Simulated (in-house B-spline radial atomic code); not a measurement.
Values are calculated unless marked as measured or tabulated.
## F⁵⁺ at several levels of theory

Ground configuration [He] 2s2. All numbers come from a B-spline radial code for spherical atoms, all electrons, at the radial basis limit. Mean-field, RPA, GW and linear-response runs are scalar-relativistic (one-electron X2C), no spin-orbit coupling, without Breit or QED terms, open shells spin-polarised at highest spin; the many-body runs on Dirac-Hartree-Fock orbitals are four-component, and their energies hold both.

**Ionisation energy.** The reference is 157.163 eV (NIST, measured).

```
                                              method  value (eV)  minus reference (eV)
                    minus the highest LDA VWN5 level      143.57                -13.60
              LDA VWN5, difference of total energies      155.18                 -1.99
                         minus the highest PBE level      144.16                -13.01
                   PBE, difference of total energies      155.74                 -1.42
                                         G0W0 on PBE      157.25                 +0.09
                         exact exchange + RPA on PBE      157.57                 +0.41
                 exact exchange + RPA + SOSEX on PBE      156.71                 -0.46
                      minus the highest r2SCAN level      144.74                -12.43
                r2SCAN, difference of total energies      154.83                 -2.33
                        minus the highest PBE0 level      146.99                -10.18
                  PBE0, difference of total energies      155.61                 -1.55
                                        G0W0 on PBE0      157.09                 -0.07
             minus the highest B3LYP (VWN-RPA) level      146.54                -10.62
       B3LYP (VWN-RPA), difference of total energies      155.78                 -1.39
                   minus the highest CAM-B3LYP level      148.50                 -8.67
                     minus the highest LC-wPBE level      149.86                 -7.30
                minus the highest Hartree-Fock level      154.33                 -2.83
          Hartree-Fock, difference of total energies      154.03                 -3.13
                                G0W0 on Hartree-Fock      156.63                 -0.53
                   MP2, difference of total energies      155.99                 -1.17
               CI + MBPT for the two outer electrons      157.15                 -0.02
Dirac-Fock + self-energy with TDHF screening (2s1/2)      155.81                 -1.36
```

Which methods come closest, and which lies farthest off?

Closest: CI + MBPT for the two outer electrons (-0.02 eV) and G0W0 on PBE0 (-0.07 eV). Farthest: minus the highest LDA VWN5 level (-13.60 eV). The PBE level misses by -13.0 eV while the PBE energy difference misses by -1.42 eV: the semilocal potential lacks the −1/r tail and the energy is convex in the electron number, but total energies at whole numbers are far better.

**Static dipole polarisability and C6** of two like species, by linear response (no reference value is at hand):

```csv
method,α (bohr³),C6 (hartree·bohr⁶)
LDA VWN5,0.7389,0.3652
PBE,0.7374,0.3685
PBE0,0.7478,0.3755
B3LYP (VWN-RPA),0.7565,0.3786
CAM-B3LYP,0.7548,0.3776
LC-wPBE,0.74,0.3709
TDHF,0.7855,0.3996
relativistic RPA (four-component TDHF),0.7853,0.3995
```

What mean excitation energy do α and C6 imply in London's formula C6 = (3/4) α² ω?

LDA VWN5: ω = 0.892 hartree; relativistic RPA (four-component TDHF): ω = 0.864 hartree. A method that puts the excitations lower gives a larger α and a smaller ω.

Run times on one thread of shared hosts: mean field, RPA, SOSEX and G0W0 on PBE, for the atom and its ion, 2.5 s (Arm Neoverse N1); TDDFT with PBE, 0.3 s (Arm Neoverse N1); CI + MBPT, 58 s (Intel Xeon Platinum 8259CL CPU @ 2.50GHz); removal energies by the self-energy, 1 s (Arm Neoverse V2).
